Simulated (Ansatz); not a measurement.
Al2H4Cl2⁺, that is (H2Al-mu-Cl)2 with one electron fewer. Charge 1, multiplicity 2. Geometry r2SCAN-D4/def2-SVP, that of the neutral singlet.

```tsv
atom	x (Å)	y (Å)	z (Å)
Al1	0.080	1.616	0.315
H2	-0.718	2.560	-0.661
H3	0.949	2.034	1.561
Cl4	1.317	0.123	-0.966
Al5	-0.080	-1.616	-0.315
H6	0.722	-2.551	0.667
H7	-0.947	-2.045	-1.558
Cl8	-1.324	-0.121	0.958
```

(1) Estimate the α-spin orbital energies around the gap (eV) in Ansatz with PBE-D4/def2-TZVP, r2SCAN-D4/def2-TZVP, PBE0-D4/def2-TZVP.

Answers

(1) 
```tsv
orbital	PBE-D4/def2-TZVP	r2SCAN-D4/def2-TZVP	PBE0-D4/def2-TZVP
HOMO−5	-14.54	-14.98	-16.05
HOMO−4	-14.01	-14.40	-15.37
HOMO−3	-13.84	-14.24	-15.31
HOMO−2	-13.75	-14.19	-15.17
HOMO−1	-13.34	-13.82	-14.84
HOMO	-12.82	-13.27	-14.25
LUMO	-6.52	-6.09	-5.69
LUMO+1	-5.66	-5.22	-4.71
LUMO+2	-5.34	-4.85	-4.49
LUMO+3	-5.11	-4.67	-4.18
LUMO+4	-5.04	-4.55	-4.17
LUMO+5	-4.32	-3.85	-3.44
β HOMO	-12.68	-12.86	-13.43
β LUMO	-12.21	-12.38	-12.07
```
